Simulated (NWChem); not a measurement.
C₄H₆S; SMILES C=C=CSC

```xyz
11

C     -0.3207     2.5191     0.0003
C      0.3493     1.3939    -0.0005
C      1.0254     0.2694    -0.0015
S      0.3872    -1.3696     0.0000
C     -1.3854    -1.0602     0.0018
H     -0.6077     3.0154     0.9354
H     -0.6111     3.0149    -0.9339
H      2.1221     0.2886    -0.0035
H     -1.8724    -2.0448     0.0020
H     -1.6887    -0.5029     0.9000
H     -1.6903    -0.5025    -0.8957
```
Atoms are numbered in this order, from 1.

Computed with NWChem. Structure relaxed at the PBE0/def2-SVP level. Level: B3LYP/def2-SVP with SMD (1 M gas to 1 M solution), gas-phase geometry.

For solvent N,N-dimethylformamide:

- solvation free energy (kcal/mol): -2.8
- cavity-dispersion-structure term (kcal/mol): 0.7

Q: Estimate the same quantities for solvent ethylene glycol.

A: 
| Property | Result |
|---|---|
| solvation free energy (kcal/mol) | -0.3 |
| cavity-dispersion-structure term (kcal/mol) | 3.2 |
